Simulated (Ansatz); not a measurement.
Stepwise reaction of `C=C[SiH](Cl)C=C` with hydrogen, as a gas-phase model of exchange steps in deposition or etching. ΔE in kJ/mol.

Gas-phase electronic energies from Ansatz, PBE0-D4/def2-TZVP geometries. CBS: MP2 limit from def2 TZ/QZ plus the TZ coupled-cluster correction, frozen cores. This one scheme is used for every species. Functionals use def2-TZVPP. B3LYP here is the variant with VWN-RPA as its local correlation; programs differ in this. Each species was taken in one conformer, which may not be the lowest.

| step | reaction | PBE-D4 | B3LYP-D4 | ωB97M-V | CCSD(T)/CBS |
| --- | --- | --- | --- | --- | --- |
| 1 | `C=C[SiH](Cl)C=C` + H₂ → `C=C[SiH2]Cl` + `C=C` | -7.0 | -11.2 | -11.1 | -10.3 |
| 2 | `C=C[SiH2]Cl` + H₂ → `[SiH3]Cl` + `C=C` | -8.0 | -13.0 | -12.7 | -11.9 |

**Question.** By hand: ΔE of the 2 steps together at CCSD(T)/CBS.

**Answer.** (-10.3) + (-11.9) = -22.2 kJ/mol, or -11.1 kJ/mol a step.

In ΔE the steps differ by no more than 1.6 kJ/mol. All are downhill at CCSD(T)/CBS. PBE-D4 differs from CCSD(T)/CBS by 3.3 to 3.9 kJ/mol a step. Isolated molecules leave out the surface, adducts and barriers. Largest T1 diagnostic: 0.011.
